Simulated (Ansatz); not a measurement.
`O[SiH](Cl)[SiH2]F` → `O[Si](F)([SiH3])Cl`  (isomerisation)

Computed with Ansatz on PBE0-D4/def2-TZVP structures; ΔE is electronic, products minus reactants. CCSD(T)/CBS is the MP2 limit (def2-TZVPP, def2-QZVPP) plus CCSD(T) − MP2 in def2-TZVPP, frozen cores. Functionals use def2-TZVPP. One conformer a species, not always the lowest.

```json
{"level": "BLYP-D4", "ΔE (eV)": "-0.40"}
{"level": "LC-ωPBE", "ΔE (eV)": "-0.42"}
{"level": "SCS-MP2/def2-TZVPP", "ΔE (eV)": "-0.39"}
{"level": "HF/CBS(def2)", "ΔE (eV)": "-0.37"}
```

(1) What does CCSD(T)/CBS give? (Best estimate.)

Largest T1 diagnostic among the species: 0.012.

## Answers

(1) Ansatz gave: -0.41 eV. The listed levels differ from it by 0.01, -0.01, 0.02, 0.04 eV.

At CCSD(T), def2-SVP lies −0.06 eV from the extrapolated value and def2-TZVPP −0.02 eV. Leaving LDA and LC-ωPBE aside and taking each functional with its dispersion term where it has one, the values, not all of them listed here, spread over 0.05 eV, from B97M-V to BLYP-D4. LDA lies −0.07 eV from PBE without D4. In def2-TZVPP, CCSD(T) changes the Hartree–Fock value by −0.05 eV (the triples alone add −0.01 eV) and MP2 by −0.04 eV.
